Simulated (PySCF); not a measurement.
**C2H8OSi2: full NMR table**

- Formula: C2H8OSi2
- SMILES: O[SiH2]/C=C\[SiH3]
- Point group of the computed structure: C1
- Degrees of unsaturation: 1
- Carbon signals: 2
- Proton signals: 5

Molfile (atoms numbered from 1):
```
C2H8OSi2
     RDKit          3D

 13 12  0  0  0  0  0  0  0  0999 V2000
    2.9556   -0.4049   -0.5357 O   0  0  0  0  0  0  0  0  0  0  0  0
    1.4135   -0.6614   -0.0752 Si  0  0  0  0  0  4  0  0  0  0  0  0
    0.4231    0.9341   -0.2328 C   0  0  0  0  0  0  0  0  0  0  0  0
   -0.8949    1.0654   -0.0955 C   0  0  0  0  0  0  0  0  0  0  0  0
   -2.1177   -0.3095    0.2909 Si  0  0  0  0  0  4  0  0  0  0  0  0
    3.5043    0.2591   -0.1286 H   0  0  0  0  0  0  0  0  0  0  0  0
    1.0099   -1.6863   -1.0279 H   0  0  0  0  0  0  0  0  0  0  0  0
    1.3783   -1.1165    1.3204 H   0  0  0  0  0  0  0  0  0  0  0  0
    0.9999    1.8265   -0.4724 H   0  0  0  0  0  0  0  0  0  0  0  0
   -1.3271    2.0546   -0.2265 H   0  0  0  0  0  0  0  0  0  0  0  0
   -2.4058   -1.0730   -0.9273 H   0  0  0  0  0  0  0  0  0  0  0  0
   -3.3545    0.3172    0.7721 H   0  0  0  0  0  0  0  0  0  0  0  0
   -1.5890   -1.2047    1.3209 H   0  0  0  0  0  0  0  0  0  0  0  0
  1  2  1  0
  2  3  1  0
  3  4  2  0
  4  5  1  0
  1  6  1  0
  2  7  1  0
  2  8  1  0
  3  9  1  0
  4 10  1  0
  5 11  1  0
  5 12  1  0
  5 13  1  0
M  END
```

Theory: GFN2-xTB structure, GIAO PBE0/pcSseg-1 shieldings, in PySCF 2.14.0 with density-fitted response routines (non-relativistic Hamiltonian, gas phase, equivalent nuclei averaged, one conformer).

Scale: TMS for ¹H (σref 31.72) and ¹³C (σref 186.93) and ²⁹Si (σref 349.16); ¹⁷O (σref 336.08) vs H2O (reference shieldings calculated alike).

| carbon | δC, type | δH (multiplicity) | HMBC from (2–3 bonds) | span of the C tensor (ppm) |
| --- | --- | --- | --- | --- |
| C3 | 164.1, CH | 7.35 (m) | H10, H7/H8, H11/H12/H13 | 245 |
| C4 | 150.1, CH | 7.22 (m) | H9, H7/H8, H11/H12/H13 | 262 |

Other nuclei:
```json
{"atoms": "H7/H8", "nucleus": "¹H", "environment": "hydrogen on a silicon bonded to C, O", "δ (ppm)": "5.34", "σ (ppm)": "26.38"}
{"atoms": "H11/H12/H13", "nucleus": "¹H", "environment": "hydrogen on a silicon bonded to C", "δ (ppm)": "4.08", "σ (ppm)": "27.64"}
{"atoms": "H6", "nucleus": "¹H", "environment": "hydrogen on an oxygen bonded to Si", "δ (ppm)": "0.84", "σ (ppm)": "30.88"}
{"atoms": "Si2", "nucleus": "²⁹Si", "environment": "silicon bonded to C, O, 2 H", "δ (ppm)": "-31.8", "σ (ppm)": "380.9"}
{"atoms": "Si5", "nucleus": "²⁹Si", "environment": "silicon bonded to C, 3 H", "δ (ppm)": "-88.1", "σ (ppm)": "437.3"}
{"atoms": "O1", "nucleus": "¹⁷O", "environment": "oxygen bonded to Si, H", "δ (ppm)": "11.2", "σ (ppm)": "324.9"}
```

1. Carbon types of the structure: 2 × CH, leaving 6 H on heteroatoms.
2. δC 164.1, 150.1: alkene CH; the olefinic region.
3. δH 7.35, 7.22: hydrogen on an alkene CH; attached to an sp2 carbon and in the plane of the double bond.
4. δH 5.34: hydrogen on a silicon bonded to C, O.
5. δH 4.08: hydrogen on a silicon bonded to C.
6. δH 0.84: hydrogen on an oxygen bonded to Si; exchangeable; this is the value without hydrogen bonding to other molecules.

Exchangeable OH/NH protons stand at their gas-phase positions; hydrogen bonding in a real sample shifts them, mostly to higher δ. Shifts are as computed. Against solution values, carbons near 30 ppm lie about +3 ppm off and those near 130 ppm about +5 ppm. Of 1309 compounds with measured shifts, 239 miss one by over three times the rms of a fit or turn the order of signals round; such compounds aren't used in these exercises. Experimental scales use liquid or dissolved standards, which lie at an offset from isolated H2O (liquid H2O: subtract about 36 ppm). Multiplicities follow the n + 1 count of equivalent neighbours, as no J values were calculated; m marks all less simple cases, F and P coupling included.
